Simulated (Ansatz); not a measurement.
`F[SiH](F)[SeH]` + CH₃OH → `CO[SiH](F)[SeH]` + H–F at 298.15 K and 1 bar (ligand exchange at the Si–F bond).

Program: Ansatz. Geometries: PBE0-D4/def2-TZVP. ΔE: electronic, gas phase. CCSD(T)/CBS adds triple-zeta CCSD(T) − MP2 to the extrapolated MP2 energy (def2 sets, frozen cores). This one scheme is used for every species. For Se outer-core shells are correlated without core-valence functions, which leaves a few kJ/mol of doubt a bond. Scalar relativity is left out up to krypton. Each species was taken in one conformer, which may not be the lowest.

| species | CCSD(T)/CBS energy (Eh) | H − E (kJ/mol) | S (J/(mol·K)) |
| --- | --- | --- | --- |
| `F[SiH](F)[SeH]` | -2890.73294 | 78.2 | 328.5 |
| CH₃OH | -115.61712 | 146.3 | 238.2 |
| `CO[SiH](F)[SeH]` | -2905.94213 | 188.7 | 376.1 |
| H–F | -100.39570 | 33.5 | 173.6 |

H − E and S are ideal-gas, rigid-rotor, harmonic terms from PBE0-D4/def2-TZVP, for one conformer and one mirror image of each species. 1 Eh = 2625.50 kJ/mol, R = 8.31446 J/(mol·K).

**Question.** By hand: ΔE, ΔH, ΔS and ΔG.

**Answer.** ΔE = (-2905.94213) + (-100.39570) − (-2890.73294) − (-115.61712) = 0.01223 Eh = 32.1 kJ/mol. Δ(H − E) = 188.7 + 33.5 − 78.2 − 146.3 = -2.3, so ΔH = 29.8 kJ/mol. ΔS = 376.1 + 173.6 − 328.5 − 238.2 = -17.0 J/(mol·K). ΔG = 29.8 − 298.15 × (-17.0)/1000 = 34.9 kJ/mol.

**Question.** By hand: the equilibrium constant, and the temperature at which ΔG would vanish if ΔH and ΔS stayed fixed.

**Answer.** log₁₀ K = −ΔG/(RT ln 10) = -6.1. ΔH and −TΔS have one sign here, so there is no such temperature.

ΔH outweighs TΔS. A doubt of 5 kJ/mol in ΔE shifts log₁₀ K by 0.9 here. Other conformers and mirror images would add mixing entropy, several J/(mol·K) or more a flexible species. These are equilibria of isolated gas molecules and say nothing of rates. Largest T1 diagnostic: 0.011 (customary marks: 0.02 for closed shells, 0.045 for open ones).
